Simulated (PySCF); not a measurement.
**Atomic charges by several schemes**

C5H9ClOSi.
Geometry (GFN2-xTB, Å), atoms numbered from 1 in this order:
```xyz
17
C5H9ClOSi angstrom
O      0.9026   -0.4601   -1.2067
C      0.8038   -0.1299   -0.0465
C      1.9298    0.4584    0.7107
C      3.1030    0.6531    0.1127
Cl     4.4649    1.3230    0.8801
C     -0.4668   -0.2881    0.7518
C     -1.5862   -0.9297   -0.0576
Si    -2.2360    0.1665   -1.4751
H      1.7665    0.7187    1.7453
H      3.2493    0.3865   -0.9252
H     -0.7640    0.7009    1.1124
H     -0.2265   -0.8910    1.6346
H     -1.2201   -1.8719   -0.4668
H     -2.4083   -1.1759    0.6169
H     -2.6754    1.4345   -0.8751
H     -1.2440    0.4321   -2.5060
H     -3.3995   -0.5152   -2.0488
```

Density: PBE0/pcSseg-1 (PySCF); schemes: Mulliken, IAO, Hirshfeld and ESP-fitted. One conformer (not necessarily the lowest) at the GFN2-xTB geometry, without solvent, vibrations or thermal averaging. GFN2-xTB frequencies show an imaginary mode (24i cm⁻¹), so this geometry is no minimum at that level.

Task: Give the atomic charges in each scheme.

Result: In e; atoms taken as equivalent share a row and are averaged (×n: the atom named and its like, n in all):

| atom | environment | Mulliken | IAO | Hirshfeld | ESP-fitted |
| --- | --- | --- | --- | --- | --- |
| O1 | ketone oxygen | -0.371 | -0.425 | -0.208 | -0.472 |
| C2 | ketone carbonyl carbon | +0.241 | +0.372 | +0.162 | +0.588 |
| C3 | alkene CH carbon | -0.165 | -0.232 | -0.077 | -0.325 |
| C4 | vinylic C–Cl carbon | -0.044 | -0.112 | +0.001 | -0.093 |
| Cl5 | vinyl chlorine | -0.051 | +0.019 | 0.000 | -0.029 |
| C6 | sp3 carbon next to a carbonyl | -0.280 | -0.304 | -0.074 | -0.134 |
| C7 | sp3 carbon bound to silicon | -0.481 | -0.532 | -0.158 | -0.235 |
| Si8 | SiH3 silicon | +0.496 | +0.601 | +0.305 | +0.355 |
| H9 | vinylic hydrogen | +0.120 | +0.161 | +0.051 | +0.161 |
| H10 | vinylic hydrogen | +0.169 | +0.191 | +0.061 | +0.189 |
| H11/H12 | methylene hydrogen | +0.156 | +0.155 | +0.051 | +0.062 |
| H13/H14 | methylene hydrogen | +0.148 | +0.153 | +0.040 | +0.082 |
| H15/H16/H17 | Si–H hydrogen | -0.080 | -0.118 | -0.081 | -0.098 |

Mean size of the charges over all atoms: IAO 0.230 e, Mulliken 0.192 e, ESP-fitted 0.186 e, Hirshfeld 0.090 e. Each set sums to the total charge, 0, to within 0.001 e. The Mulliken scheme counts on each atom the diagonal of the density matrix times the overlap matrix over that atom's basis functions. The IAO scheme projects the occupied orbitals on a minimal set of polarised atomic orbitals and counts the electrons in each atom's part of it.

Some averages cover members that differ in this geometry: H15/H16/H17, Mulliken -0.098 to -0.048; H15/H16/H17, ESP-fitted -0.113 to -0.071; H15/H16/H17, IAO -0.131 to -0.102 e.

Lowest charge. The schemes don't all agree: Mulliken C7 (-0.481); IAO C7 (-0.532); Hirshfeld O1 (-0.208); ESP-fitted O1 (-0.472).

Highest charge. The schemes don't all agree: Mulliken Si8 (+0.496); IAO Si8 (+0.601); Hirshfeld Si8 (+0.305); ESP-fitted C2 (+0.588).

Task: How closely do the schemes follow one another over all atoms?

Result: Correlation coefficient and root-mean-square difference: Mulliken with IAO 0.99, 0.057 e; IAO with Hirshfeld 0.96, 0.170 e; Mulliken with Hirshfeld 0.94, 0.131 e; IAO with ESP-fitted 0.89, 0.125 e; Hirshfeld with ESP-fitted 0.89, 0.147 e; Mulliken with ESP-fitted 0.85, 0.131 e.

Task: How many electrons does the ESP-fitted scheme count on Si8?

Result: Z − q = 14 − (+0.355) = 13.645.

The run behind these numbers computed NMR shieldings as well. On one thread of an Arm Neoverse N1, no GPU (shared host), this took 63 s wall and 0.85 GiB of memory at its peak.
